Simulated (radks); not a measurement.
Results of a calculation; reference values are marked as such.
Valence configurations of Dy+ (all share [Xe]). Level of theory: scalar-relativistic Kohn-Sham, BLYP, spin-unpolarised, spherical densities, finite nucleus; Fermi nuclear charge, rms radius 5.2218 fm (a radial shooting solver on a logarithmic mesh with Libxc functionals). Energies are relative to 4f10 6s1; eigenvalues in eV.

| valence | E (eV) | e(4f) | e(5d) | e(6p) | e(6s) |
|---|---|---|---|---|---|
| 4f10 6s1 | 0.000 | -9.367 | - | - | -8.895 |
| 4f10.5 6s0.5 | 0.428 | -6.063 | - | - | -8.200 |
| 4f9.5 6s1.5 | 1.034 | -13.296 | - | - | -9.625 |
| 4f10 5d0.5 6s0.5 | 1.077 | -8.544 | -6.312 | - | -8.558 |
| 4f11 | 1.979 | -3.666 | - | - | - |
| 4f10 5d1 | 2.238 | -7.827 | -5.862 | - | - |
| 4f10 6p1 | 3.543 | -10.699 | - | -6.064 | - |
| 4f9 6s2 | 3.789 | -17.690 | - | - | -10.358 |
| 4f9 5d1 6s1 | 4.847 | -15.448 | -8.199 | - | -9.550 |
| 4f8 5d2 6s1 | 14.873 | -22.357 | -9.521 | - | -10.063 |

NIST lists [Xe] 4f10 6s1 as the ground configuration; this level of theory agrees among the configurations tried. The energies are those of spherical spin-averaged densities, not of single terms.
